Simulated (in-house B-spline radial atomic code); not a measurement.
Configurations of I4+, with energies counted from [Kr] 4d10 5s2 5p1. All numbers are computed (non-relativistic PBEsol, spin-polarised, spherical fractional occupations; point nucleus) with a B-spline radial code for spherical atoms, not measured. Shells without spins written out take the highest spin.

Occupations are held fixed; configurations that lie above the ionisation limit could autoionise.

```
                                                            configuration  E - E(ref) (eV)  highest orbital  its <r> (bohr)
                                                    [Kr] 4d10 5s1 5p1 5d1           25.429            5d up           2.548
                                           [Kr] 4d10 5s2 5f(1 up, 0 down)           31.363            5f up           4.238
                                                    [Kr] 4d10 5s1 5p1 6d1           40.681            6d up           4.849
[Ar] 3d10 4s2 4p(2 up, 3 down) 4d10 5s2 5p(0 up, 1 down) 6s(0 up, 1 down)           150.06          6s down            3.51
 [Ar] 3d(5 up, 4 down) 4s2 4p6 4d10 5s2 5p(0 up, 1 down) 6p(1 up, 0 down)            659.7            6p up            3.89
                                        [Ar] 3d9 4s2 4p6 4d10 5s2 5p1 6d1           665.66            6d up           4.732
```

Problem. Order these further configurations by energy, lowest first.
A. [Kr] 4d10 5s1 5p1 6p1
B. [Ar] 3d(4 up, 5 down) 4s2 4p6 4d10 5s2 5p(0 up, 1 down) 5d(1 up, 0 down)
C. [Kr] 4d10 5s1 5p2
D. [Ar] 3d10 4s2 4p5 4d10 5s2 5p1 5f1
E. [Kr] 4d10 5s2 6p1

Solution. C (8.6661 eV), E (24.704 eV), A (34.616 eV), D (160.31 eV), B (650.5 eV).

Problem. How far above the reference does [Ar] 3d9 4s2 4p6 4d10 5s2 5p2 lie?

Solution. 632.05 eV; its least bound orbital is 5p up with <r> = 1.966 bohr.

Problem. How far above the reference does [Kr] 4d9 5s2 5p1 5f1 lie?

Solution. 87.44 eV; its least bound orbital is 5f up with <r> = 3.959 bohr.
